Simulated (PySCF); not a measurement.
C3H12NSi3 (doublet state).
Z-matrix (Å and degrees, GFN2-xTB geometry), rows numbered from 1:
```
C 
Si  1  1.8939
C   2  1.9208  1  109.37
C   3  1.4384  2  113.86  1   177.96
N   4  1.2211  3  144.56  2   -16.32
Si  3  1.9353  2  118.11  1    60.01
Si  6  2.3079  3  101.49  2   162.92
H   1  1.0859  2  111.50  3    58.36
H   1  1.0856  2  111.29  3   -61.92
H   1  1.0851  2  110.80  3   178.14
H   2  1.4684  1  110.84  3   119.28
H   2  1.4699  1  110.59  3  -119.44
H   3  1.0933  2  109.14  1   -59.91
H   5  1.0224  4  126.42  3     7.89
H   6  1.4715  3  106.50  2   -70.59
H   6  1.4709  3  107.01  2    41.01
H   7  1.4736  6  110.30  3   161.40
H   7  1.4660  6  111.74  3    43.99
H   7  1.4619  6  113.81  3   -79.68
```

The hyperfine couplings belong to this conformer and change with its torsions.

The species is `[H]/N=[C]\[C@@H]([SiH2]C)[SiH2][SiH3]` [radical].

Theory: UKS B3LYP, pcH-1 on C H N Si, non-relativistic, mean-field spin-orbit, GIAO (PySCF 2.14.0). Geometry: GFN2-xTB, one conformer, isolated molecule. Couplings are sensitive to structure, and on GFN2-xTB geometries they can be far from those on DFT ones. The SCF solution wasn't tested for stability.

Q: What are g_iso and the isotropic 1H coupling of H14?

A: g_iso = 2.00181 and a = +230.79 MHz, or +8.237 mT (Mulliken spin population +0.11).

Q: Take this nucleus alone (I = 1/2, g_N = 5.5857) with S = 1/2. Where do its 2 lines fall at 3.545 GHz to first order, to second order and exactly?

A: B0 = hν/(g μB) = 126.527 mT and a/B0 = 0.0651. B(1) = B0 − a·mI, B(2) = B(1) − a²[I(I+1) − mI²]/(2B0); the exact values solve the Breit–Rabi equation, nuclear Zeeman term included.

```
  mI  first order (mT)  second order (mT)  exact (mT)  exact − first order
−1/2           130.645            130.511     130.516               -0.130
+1/2           122.408            122.274     122.270               -0.138
```

Q: Someone takes the midpoint and the distance of the outer exact lines at face value. What g and a result?

A: Their midpoint, 126.393 mT, gives an apparent g of 2.00393 (true 2.00181), and their distance over 2I an apparent |a| of 8.246 mT (true 8.237).

Q: What levels remain at zero field?

A: F = I ± 1/2 = 1 and 0, at a·I/2 = +57.7 MHz and −a(I+1)/2 = -173.1 MHz, that is |a|(I + 1/2) = 230.8 MHz apart; F = 0 lies lower.

Other couplings of abundant isotopes, left aside here: 1 × 14N 125 MHz, 1 × 1H 16 MHz, 3 × 1H 14 MHz, 3 × 1H 4 MHz, 1 × 1H 3 MHz.

Class means assume fast exchange of nuclei equivalent by connectivity; if that motion is slow, each nucleus keeps its own coupling. The three 1H nuclei of mean +3.9 MHz run from 0.4 to 10.8 MHz in the frozen geometry. The three 1H nuclei of mean +14.4 MHz run from 10.9 to 20.4 MHz in the frozen geometry.
